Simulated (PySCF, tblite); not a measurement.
Isomers of C7H11O (doublet state), one GFN2-xTB conformer each. Single-point energies are computed at B3LYP/pcH-1 (PySCF, gas phase, no added dispersion term), electronic only. GFN2-xTB treats the open shell by occupation alone, and not every SCF solution was tested for stability.

| SMILES | GFN2-xTB relative energy (kJ/mol) |
| --- | --- |
| [CH2][C@@]1(CO)C=C(C)C1 | 246.4 |
| CC(=O)[C@@H]1C[CH]CC1 | 85.3 |
| [CH2][C@H](C=C)C(=C)OC | 284.0 |
| CO[C]1CC=C(C)C1 | 114.6 |
| C[C@@H]1[CH]CC(=O)CC1 | 59.7 |
| C[C]1CCCCC1=O | 0.0 |
| CC1=CCCC[C]1O | 23.3 |
| [CH2][C@@H]1C(=C)C[C@@H]1CO | 238.2 |

Conformers: `[CH2:1][C@@:2]1([CH2:3][OH:4])[CH:5]=[C:6]([CH3:7])[CH2:8]1` (doublet state) with H–C1–C2–C3 -15° and 174°, C1–C2–C3–O4 56°, C2–C3–O4–H 53°; `[CH3:1][C:2](=[O:3])[C@@H:4]1[CH2:5][CH:6][CH2:7][CH2:8]1` (doublet state) with C1–C2–C4–C5 -87°, C2–C4–C5–C6 -150°, C4–C5–C6–C7 12°, C5–C6–C7–C8 10°, C6–C7–C8–C4 -28°; `[CH2:1][C@H:2]([CH:3]=[CH2:4])[C:5](=[CH2:6])[O:7][CH3:8]` (doublet state) with H–C1–C2–C3 -85° and 80°, C1–C2–C3–C4 105°, C1–C2–C5–C6 -125°, C2–C5–O7–C8 180°; `[CH3:1][O:2][C:3]1[CH2:4][CH:5]=[C:6]([CH3:7])[CH2:8]1` (doublet state) with C1–O2–C3–C4 28°; `[CH3:1][C@@H:2]1[CH:3][CH2:4][C:5](=[O:6])[CH2:7][CH2:8]1` (doublet state) with C1–C2–C3–C4 172°, C2–C3–C4–C5 73°, C3–C4–C5–O6 101°, C4–C5–C7–C8 69°; `[CH3:1][C:2]1[CH2:3][CH2:4][CH2:5][CH2:6][C:7]1=[O:8]` (doublet state) with C1–C2–C3–C4 -164°, C2–C3–C4–C5 -47°, C3–C4–C5–C6 65°, C4–C5–C6–C7 -51°; `[CH3:1][C:2]1=[CH:3][CH2:4][CH2:5][CH2:6][C:7]1[OH:8]` (doublet state) with C6–C7–O8–H -2°, C2–C3–C4–C5 25°, C3–C4–C5–C6 -53°, C4–C5–C6–C7 55°, C5–C6–C7–O8 152°; `[CH2:1][C@@H:2]1[C:3](=[CH2:4])[CH2:5][C@@H:6]1[CH2:7][OH:8]` (doublet state) with H–C1–C2–C3 -135° and 42°, C5–C6–C7–O8 71°, C6–C7–O8–H 58°, C1–C2–C3–C4 46°, C2–C3–C5–C6 9°, C3–C5–C6–C7 109°, C1–C2–C6–C5 128°.

Q: What does B3LYP/pcH-1 give for the same structures?

A: 
```tsv
SMILES	B3LYP/pcH-1 E (Eh)	B3LYP/pcH-1 (kJ/mol)	GFN2-xTB (kJ/mol)	point group
C[C]1CCCCC1=O	-348.59254	0.0	0.0	C1
CC1=CCCC[C]1O	-348.57758	39.3	23.3	C1
CC(=O)[C@@H]1C[CH]CC1	-348.56469	73.1	85.3	C1
C[C@@H]1[CH]CC(=O)CC1	-348.56191	80.4	59.7	C1
CO[C]1CC=C(C)C1	-348.53565	149.3	114.6	C1
[CH2][C@H](C=C)C(=C)OC	-348.49963	243.9	284.0	C1
[CH2][C@@]1(CO)C=C(C)C1	-348.49889	245.9	246.4	C1
[CH2][C@@H]1C(=C)C[C@@H]1CO	-348.49674	251.5	238.2	C1
```

Both levels put the same isomer lowest; measured from each level's own lowest isomer, the values differ by up to 40.1 kJ/mol ([CH2][C@H](C=C)C(=C)OC: 284.0 against 243.9). As drawn, the highest has a four-membered ring and an O–H bond, which the lowest lacks. Neighbours under 21 kJ/mol apart (CC(=O)[C@@H]1C[CH]CC1 and C[C@@H]1[CH]CC(=O)CC1; [CH2][C@H](C=C)C(=C)OC and [CH2][C@@]1(CO)C=C(C)C1; [CH2][C@@]1(CO)C=C(C)C1 and [CH2][C@@H]1C(=C)C[C@@H]1CO) can change places with a better method, another conformer or zero-point energy.

Q: What happens when harmonic zero-point energies from GFN2-xTB frequencies are added?

A: 
```tsv
SMILES	ZPE (kJ/mol)	electronic (kJ/mol)	with ZPE (kJ/mol)
C[C]1CCCCC1=O	426.1	0.0	0.0
CC1=CCCC[C]1O	423.4	39.3	36.6
CC(=O)[C@@H]1C[CH]CC1	419.0	73.1	66.1
C[C@@H]1[CH]CC(=O)CC1	425.2	80.4	79.5
CO[C]1CC=C(C)C1	417.3	149.3	140.6
[CH2][C@H](C=C)C(=C)OC	407.7	243.9	225.6
[CH2][C@@]1(CO)C=C(C)C1	411.7	245.9	231.5
[CH2][C@@H]1C(=C)C[C@@H]1CO	413.7	251.5	239.2
```

The zero-point energies span 18.4 kJ/mol. The order is unchanged.
